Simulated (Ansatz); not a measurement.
The pair A = AlH3 (SMILES [AlH3]) (first 4 atoms), B = AsH3 (SMILES [AsH3]); geometry from B3LYP-D3(BJ)/def2-TZVP.
(charge 0, multiplicity 1):
```xyz
8

Al     0.2822     0.6255     0.5610
H     -0.5405    -0.2926    -0.4415
H     -0.2475     2.0913     0.8698
H      1.8116     0.2894     0.8303
As    -0.6518    -0.4896     2.7987
H     -0.1867     0.0103     4.1465
H     -0.4327    -1.9611     3.0628
H     -2.1331    -0.4681     3.0957
```

Correlated levels freeze the cores. Filled d and f shells under p-block atoms count as core. MP2 and its Hartree–Fock in def2-QZVPPD are density fitted.

Codes used: Ansatz (a quantum-chemistry and plane-wave program) with Gaussian orbitals. Values without a source in brackets are computed.

The counterpoise-corrected interaction energy is E(AB) − E(A in the pair's basis) − E(B in the pair's basis). Total energies (hartree):

```csv
level,AB,A in the pair's basis,B in the pair's basis
HF/def2-TZVPPD,-2479.5877504,-243.6389971,-2235.9320294
MP2/def2-TZVPPD,-2479.8470760,-243.7338445,-2236.0898013
HF/def2-QZVPPD,-2479.6401780,-243.6463050,-2235.9771618
MP2/def2-QZVPPD,-2479.9160931,-243.7468594,-2236.1449394
CCSD(T)/def2-TZVPPD,-2479.9044754,-243.7590880,-2236.1223470
```

Work out the counterpoise-corrected interaction energy at the basis-set limit: extrapolate the MP2 correlation part as X⁻³, take Hartree–Fock from the larger set, and add the CCSD(T) − MP2 difference of def2-TZVPPD.


1. Differences (1 hartree = 627.509 kcal/mol): HF/def2-TZVPPD -10.494; MP2/def2-TZVPPD -14.703; HF/def2-QZVPPD -10.486; MP2/def2-QZVPPD -15.245; CCSD(T)/def2-TZVPPD -14.458.
2. Correlation parts, MP2 less HF: -4.208 in def2-TZVPPD (X = 3), -4.758 in def2-QZVPPD (X = 4).
3. Limit (4³·(-4.758) − 3³·(-4.208))/(4³ − 3³) = -5.160; with HF/def2-QZVPPD it gives -15.646.
4. CCSD(T) less MP2 in def2-TZVPPD: 0.245.
Result: -15.40 kcal/mol, against -14.70 at MP2/def2-TZVPPD. It is an estimate of this method's limit, not of the exact value.
